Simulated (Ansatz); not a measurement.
`[CH3][Ge][OH]` + HCl → `[CH3][Ge][Cl]` + H₂O  (ligand exchange at a Ge–O bond)

Computed with Ansatz on PBE0-D4/def2-TZVP structures; ΔE is electronic, products minus reactants. CCSD(T)/CBS adds triple-zeta CCSD(T) − MP2 to the extrapolated MP2 energy (def2 sets, frozen cores). This one scheme is used for every species. DFT in def2-TZVPP. For Ge outer-core shells are correlated without core-valence functions, which leaves a few kJ/mol of doubt a bond. Scalar relativity is left out up to krypton. One conformer a species, not always the lowest.

Problem. Is it downhill or uphill in electronic energy at CCSD(T)/CBS, and by how much? (Estimate.)

Solution. The calculation gave: Downhill: ΔE = -44.8 kJ/mol.

Problem. What do these levels give: PBE, revPBE, BLYP, MP2/def2-SVP, SCS-MP2/def2-QZVPP, MP2/CBS(def2)? (An estimate is asked.)

Solution. Computed: PBE -43.3, revPBE -44.4, BLYP -39.3, MP2/def2-SVP -30.8, SCS-MP2/def2-QZVPP -41.9, MP2/CBS(def2) -47.0 kJ/mol.

Problem. What do rigid-rotor, harmonic-oscillator terms from PBE0-D4/def2-TZVP frequencies (298.15 K, 1 bar) make of the CCSD(T)/CBS value? (Estimate.)

Solution. The calculation gave: ΔZPE = +5.7 kJ/mol, ΔH = -38.0 kJ/mol, ΔS = 9 J/(mol·K), ΔG = -40.8 kJ/mol.

Largest T1 diagnostic among the species: 0.014.

From BLYP to BHLYP (50 % exact exchange), in def2-TZVPP and without D4, ΔE moves by −7.0 kJ/mol. In def2-TZVPP, CCSD(T) changes the Hartree–Fock value by +11.7 kJ/mol (the triples alone add +1.2 kJ/mol) and MP2 by +9.5 kJ/mol. At CCSD(T), def2-SVP lies +13.6 kJ/mol from the extrapolated value and def2-TZVPP +6.7 kJ/mol.
